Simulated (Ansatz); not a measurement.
Reaction (ligand exchange at a Ti–F bond): `[NH2][Ti]([OH])([OH])[F]` + HCl → `[NH2][Ti]([OH])([OH])[Cl]` + H–F

Calculated with Ansatz (gas phase, PBE0-D4/def2-TZVP geometries, no zero-point term in ΔE). CCSD(T)/CBS is the MP2 limit (def2-TZVPP, def2-QZVPP) plus CCSD(T) − MP2 in def2-TZVPP, frozen cores. This one scheme is used for every species. Functionals use def2-TZVPP. HSE06 is defined as in plane-wave codes. For Ti outer-core shells are correlated without core-valence functions, which leaves a few kJ/mol of doubt a bond. Scalar relativity is left out up to krypton. One conformer a species, not always the lowest.

**Question.** Is it downhill or uphill in electronic energy at CCSD(T)/CBS, and by how much? (An estimate is asked.)

**Answer.** Ansatz gave: Nearly level: ΔE = +0.4 kcal/mol.

**Question.** What do these levels give: PBE0-D4, r2SCAN0-D4, HSE06-D4, CAM-B3LYP-D4, B2PLYP, BHLYP, RPA@PBE/def2-TZVPP, HF/def2-SVP, MP2/def2-SVP, SCS-MP2/def2-TZVPP, CCSD(T)/def2-TZVPP, MP2/def2-QZVPP? (Best estimate.)

**Answer.** Ansatz gave: PBE0-D4 1.7, r2SCAN0-D4 2.0, HSE06-D4 1.6, CAM-B3LYP-D4 4.7, B2PLYP 2.5, BHLYP 4.0, RPA@PBE/def2-TZVPP 2.8, HF/def2-SVP 5.5, MP2/def2-SVP 4.4, SCS-MP2/def2-TZVPP 1.5, CCSD(T)/def2-TZVPP 1.8, MP2/def2-QZVPP -1.2 kcal/mol.

Largest T1 diagnostic among the species: 0.024, so the coupled-cluster value is less sure than usual.

From PBE to PBE0 (25 % exact exchange), in def2-TZVPP and without D4, ΔE moves by −1.1 kcal/mol. At CCSD(T), def2-SVP lies +5.0 kcal/mol from the extrapolated value and def2-TZVPP +1.4 kcal/mol.
